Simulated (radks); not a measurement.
Effect of the nuclear size on the hafnium ion Hf2+, [Xe] 4f14 5d2. Method: Dirac Kohn-Sham, BLYP, spin-unpolarised, spherical densities, finite nucleus; open shells fill j = l - 1/2 first; Fermi nuclear charge, rms radius 5.347 fm; computed with a radial shooting solver on a logarithmic mesh with Libxc functionals. The rms radius is varied about that value; shifts are against it.

| rms radius (fm) | total energy shift (eV) | density at nucleus (e/bohr^3) | 1s1/2 shift (meV) | 2s1/2 shift (meV) | 5s1/2 shift (meV) | 5p1/2 shift (meV) | 6s1/2 (empty) shift (meV) | 5d3/2 shift (meV) |
|---|---|---|---|---|---|---|---|---|
| 4.2936 | -17.5 | 1.299e+06 | -7120 | -986 | -8.75 | 0.063 | -1.14 | 0.113 |
| 5.1224 | -3.95 | 1.226e+06 | -1610 | -222 | -1.97 | 0.014 | -0.258 | 0.025 |
| 5.347 | 0 | 1.209e+06 | 0.000 | 0.000 | 0.000 | 0.000 | 0.000 | 0.000 |
| 5.8657 | 9.56 | 1.173e+06 | 3890 | 538 | 4.77 | -0.034 | 0.623 | -0.061 |
| 6.534 | 22.7 | 1.132e+06 | 9250 | 1280 | 11.3 | -0.080 | 1.48 | -0.146 |

Slopes of the eigenvalues against <r^2> in GHz/fm^2, as finite differences over the two radii next to the reference (eigenvalue slopes, not the field-shift constants of lines): 1s1/2 163000, 2s1/2 22500, 5s1/2 200, 5p1/2 -1.42, 6s1/2 (empty) 26.1, 5d3/2 -2.57.
